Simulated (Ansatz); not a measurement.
System: isocyanato(trimethyl)germane, C₄H₉GeNO, charge 0, multiplicity 1. 
Coordinates optimised at B3LYP-D3(BJ)/def2-TZVP (Ansatz, a quantum-chemistry and plane-wave program):
SMILES: [CH3][Ge]([CH3])([CH3])[N]=C=O
```xyz
16

C     -0.9128    -0.9688     1.6440
Ge    -0.3600     0.3548     0.3121
C      1.0185     1.5704     0.9855
C     -1.8705     1.2951    -0.4917
N      0.4098    -0.5967    -1.0987
C      1.2968    -1.3466    -1.3890
O      2.1440    -2.0811    -1.7364
H     -0.0464    -1.5177     2.0124
H     -1.3980    -0.4745     2.4867
H     -1.6139    -1.6753     1.2008
H      1.3571     2.2308     0.1878
H      1.8714     1.0038     1.3584
H      0.6196     2.1780     1.7988
H     -2.3927     1.8874     0.2604
H     -1.5196     1.9596    -1.2807
H     -2.5696     0.5791    -0.9226
```

Basis-set convergence of Hartree-Fock and CCSD correlation energies (hartree) with Ansatz. Valence correlation only, unless marked. No spin-orbit coupling. Frozen are the shells of the preceding noble gas and the d and f shells that filled before the atom's block. Non-relativistic.

```json
[
 {"basis": "cc-pVDZ", "functions": "156", "E(HF)": "-2361.43992", "E(corr, CCSD)": "-1.04580"},
 {"basis": "cc-pVTZ", "functions": "349", "E(HF)": "-2361.60395", "E(corr, CCSD)": "-1.26064"},
 {"basis": "cc-pVQZ", "functions": "668", "E(HF)": "-2361.62761", "E(corr, CCSD)": "-1.32907"}
]
```

Extrapolating the two largest sets (X = 3 and 4) as X^-3: E(corr) = (64·(-1.32907) - 27·(-1.26064))/37 = -1.3790 Eh, an estimate of the basis-set limit. The largest set recovers 96.4 % of it, the smallest 75.8 %.
